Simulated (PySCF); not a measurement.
Cl₄Zr (SMILES [Cl][Zr]([Cl])([Cl])[Cl]), singlet, at a GFN2-xTB geometry (such geometries of metal compounds can be far from the true shape) (core potentials on Zr); DF-B3LYP/def2-SV(P) run with PySCF.

Input for PySCF:
```python
from pyscf import gto, scf, dft

mol = gto.M(
    atom='''
Zr   -0.000000    0.000000    0.000000
Cl    1.799195   -0.565192   -1.229787
Cl    0.646516    0.465871    2.105684
Cl   -0.985449    1.812776   -0.900920
Cl   -1.460263   -1.713455    0.025024
''',
    basis='def2-sv(p)',
    ecp={'Zr': 'def2-sv(p)'},
    charge=0,
    spin=0,
    verbose=5,
)

mf = dft.RKS(mol)
mf.xc = 'b3lyp'
mf = mf.density_fit(auxbasis='def2-universal-jkfit')
mf.kernel()
mf.analyze()
```

### Question
Predict the main parts of the log of this PySCF run.

### Answer

```
PySCF version 2.14.0

[INPUT] verbose = 5
[INPUT] max_memory = 4000
[INPUT] num. atoms = 5
[INPUT] num. electrons = 80
[INPUT] charge = 0
[INPUT] spin (= nelec alpha-beta = 2S) = 0
[INPUT] symmetry False subgroup None
[INPUT] Mole.unit = angstrom
[INPUT] Symbol           X                Y                Z      unit          X                Y                Z       unit  Magmom
[...]
[INPUT] ---------------- BASIS SET ----------------
[INPUT] l, kappa, [nprim/nctr], expnt,             c_1 c_2 ...
[INPUT] Cl
[...]
                                1571.7365221      0.014754727977
                                357.12065523      0.066679112875
                                100.25185935      0.17228924084
                                30.812727554      0.158837861
[...]
                                5.7045760975      0.60841752753
                                2.3508376809      0.54352153355
[...]
                                72.102015515      -0.063563355471
                                22.532680262      -0.24016428276
                                7.8991765444      -0.47798866557
                                2.8767268321      -0.38515850005
[...]
[INPUT] Zr
[...]
                                4.28727           -0.95241333244
                                1.464137          -0.13703926411
[...]
                                2.119901          0.45883133891
                                0.78845821105     0.58853912475
                                0.36332579847     0.35822232244
[...]
                                1.3615557498      0.1969242352
                                0.56937550689     0.42057831659
                                0.22674948677     0.42757027999
[...]
nuclear repulsion = 441.372309446097
number of shells = 42
number of NR pGTOs = 194
number of NR cGTOs = 96
basis = def2-sv(p)
ecp = {'Zr': 'def2-sv(p)'}

******** <class 'pyscf.df.df_jk.DFRKS'> ********
method = DFRKS
initial guess = minao
damping factor = 0
level_shift factor = 0
DIIS = <class 'pyscf.scf.diis.CDIIS'>
diis_start_cycle = 1
diis_space = 8
diis_damp = 0
SCF conv_tol = 1e-09
SCF conv_tol_grad = None
SCF max_cycles = 50
direct_scf = False
XC library pyscf.dft.libxc version 7.1.2
    S. Lehtola, C. Steigemann, M. J. T. Oliveira, and M. A. L. Marques,  SoftwareX 7, 1–5 (2018)
XC functionals = b3lyp
    P. J. Stephens, F. J. Devlin, C. F. Chabalowski, and M. J. Frisch,  J. Phys. Chem. 98, 11623 (1994)
radial grids:
    Treutler-Ahlrichs [JCP 102, 346 (1995); DOI:10.1063/1.469408] (M4) radial grids

becke partition: Becke, JCP 88, 2547 (1988); DOI:10.1063/1.454033
pruning grids: <function nwchem_prune>
grids dens level: 3
symmetrized grids: False
atomic radii adjust function: <function treutler_atomic_radii_adjust>
small_rho_cutoff = 0
Set gradient conv threshold to 3.16228e-05
Initial guess from minao.
Density of valence part of ANO basis will be used as initial guess for Zr
atom Zr rad-grids = 95, ang-grids = [ 50  50  50  50  50  50  50  50  50  50  50  50  50  50  50  50  50  50
  50  50  50  50  50  50  50  50  50  50  86  86  86  86  86  86  86  86
  86  86  86  86  86  86  86  86 350 350 350 350 350 350 350 350 350 350
 350 434 434 434 434 434 434 434 434 434 434 434 434 434 434 434 434 434
 434 434 434 434 350 350 350 350 350 350 350 350 350 350 350 350 350 350
 350 350 350 350 350]
atom Cl rad-grids = 80, ang-grids = [ 50  50  50  50  50  50  50  50  50  50  50  50  50  50  50  50  50  50
  50  50  50  50  50  50  86  86  86  86  86  86  86  86  86  86  86  86
  86 350 350 350 350 350 350 350 350 350 434 434 434 434 434 434 434 434
 434 434 434 434 434 434 434 434 434 434 350 350 350 350 350 350 350 350
 350 350 350 350 350 350 350 350]
tot_boxes 2940, boxes in each direction [12 13 12]
Padding 2 grids
tot grids = 97912
nelec by numeric integration = 79.29510405517874
******** <class 'pyscf.df.df.DF'> ********
auxbasis = def2-universal-jkfit
num shells = 201, num cGTOs = 767
size of aux basis 767
[...]
converged SCF energy = -1887.64113095652
Total Energy =                       -1887.641130956522375
[...]
3 Cl 3dxy       -0.12739   0.06488   0.07822  -0.24850  -0.13026
3 Cl 3dyz        0.07115  -0.07353   0.15935  -0.16191  -0.11909
3 Cl 3dz^2      -0.05940  -0.03282  -0.05525  -0.13840  -0.05544
3 Cl 3dxz       -0.06885  -0.01247  -0.12486   0.07911   0.06474
3 Cl 3dx2-y2     0.08498  -0.13775   0.04169  -0.13534  -0.08441
4 Cl 1s         -0.00000  -0.00055  -0.00024   0.00021  -0.00037
4 Cl 2s          0.00000   0.00212   0.00094  -0.00080   0.00137
4 Cl 3s          0.00004  -0.00412  -0.00168   0.00250  -0.00424
4 Cl 4s          0.01087   0.23945   0.10891  -0.08903   0.16019
4 Cl 2px        -0.00038  -0.00142  -0.00109   0.00093  -0.00108
4 Cl 2py         0.00028  -0.00220  -0.00058   0.00051  -0.00127
4 Cl 2pz        -0.00257   0.00003   0.00045   0.00050   0.00002
4 Cl 3px         0.00014   0.00065   0.00081   0.00093   0.00292
4 Cl 3py        -0.00091   0.00078   0.00043   0.00178   0.00343
4 Cl 3pz         0.00387   0.00001  -0.00036  -0.00047  -0.00005
4 Cl 4px         0.06013   0.22508   0.17439  -0.14755   0.17125
4 Cl 4py        -0.04123   0.34982   0.09264  -0.07825   0.20094
4 Cl 4pz         0.40216  -0.00499  -0.06207  -0.06920  -0.00293
4 Cl 3dxy        0.05040   0.28074   0.13986  -0.14157   0.18245
4 Cl 3dyz        0.12370  -0.01811  -0.05748  -0.09725  -0.00313
4 Cl 3dz^2       0.07056  -0.17744  -0.08883   0.03898  -0.10666
4 Cl 3dxz        0.11476   0.01021  -0.09075  -0.06416  -0.00266
4 Cl 3dx2-y2     0.02277  -0.12538   0.08289  -0.06638  -0.02930
               #96
0 Zr 4s          0.26171
0 Zr 5s          0.05904
0 Zr 6s         -0.05106
0 Zr 7s         -0.32242
0 Zr 8s         -0.89167
0 Zr 4px         0.00000
0 Zr 4py         0.00000
0 Zr 4pz        -0.00000
0 Zr 5px         0.00000
0 Zr 5py         0.00000
0 Zr 5pz         0.00000
0 Zr 6px         0.00000
0 Zr 6py         0.00000
0 Zr 6pz        -0.00000
0 Zr 4dxy        0.00000
0 Zr 4dyz        0.00000
0 Zr 4dz^2      -0.00000
0 Zr 4dxz       -0.00000
0 Zr 4dx2-y2     0.00000
0 Zr 5dxy       -0.00000
0 Zr 5dyz       -0.00000
0 Zr 5dz^2      -0.00000
0 Zr 5dxz       -0.00000
0 Zr 5dx2-y2     0.00000
1 Cl 1s         -0.00007
1 Cl 2s         -0.00046
1 Cl 3s         -0.00817
1 Cl 4s         -0.04818
1 Cl 2px         0.00001
1 Cl 2py        -0.00000
1 Cl 2pz        -0.00001
1 Cl 3px         0.02870
1 Cl 3py        -0.00902
1 Cl 3pz        -0.01962
1 Cl 4px         0.04307
1 Cl 4py        -0.01353
1 Cl 4pz        -0.02944
1 Cl 3dxy       -0.00136
1 Cl 3dyz        0.00093
1 Cl 3dz^2      -0.00021
1 Cl 3dxz       -0.00296
1 Cl 3dx2-y2     0.00195
2 Cl 1s         -0.00007
2 Cl 2s         -0.00046
2 Cl 3s         -0.00817
2 Cl 4s         -0.04818
2 Cl 2px         0.00000
2 Cl 2py         0.00000
2 Cl 2pz         0.00001
2 Cl 3px         0.01031
2 Cl 3py         0.00743
2 Cl 3pz         0.03359
2 Cl 4px         0.01548
2 Cl 4py         0.01115
2 Cl 4pz         0.05041
2 Cl 3dxy        0.00040
2 Cl 3dyz        0.00131
2 Cl 3dz^2       0.00318
2 Cl 3dxz        0.00182
2 Cl 3dx2-y2     0.00013
3 Cl 1s         -0.00007
3 Cl 2s         -0.00046
3 Cl 3s         -0.00817
3 Cl 4s         -0.04818
3 Cl 2px        -0.00000
3 Cl 2py         0.00001
3 Cl 2pz        -0.00000
3 Cl 3px        -0.01572
3 Cl 3py         0.02892
3 Cl 3pz        -0.01437
3 Cl 4px        -0.02359
3 Cl 4py         0.04339
3 Cl 4pz        -0.02157
3 Cl 3dxy       -0.00239
3 Cl 3dyz       -0.00219
3 Cl 3dz^2      -0.00102
3 Cl 3dxz        0.00119
3 Cl 3dx2-y2    -0.00155
4 Cl 1s         -0.00007
4 Cl 2s         -0.00046
4 Cl 3s         -0.00817
4 Cl 4s         -0.04818
4 Cl 2px        -0.00001
4 Cl 2py        -0.00001
4 Cl 2pz         0.00000
4 Cl 3px        -0.02330
4 Cl 3py        -0.02733
4 Cl 3pz         0.00040
4 Cl 4px        -0.03496
4 Cl 4py        -0.04102
4 Cl 4pz         0.00060
4 Cl 3dxy        0.00335
4 Cl 3dyz       -0.00006
4 Cl 3dz^2      -0.00196
4 Cl 3dxz       -0.00005
4 Cl 3dx2-y2    -0.00054
Dipole moment(X, Y, Z, Debye): -0.00002,  0.00009,  0.00002
```
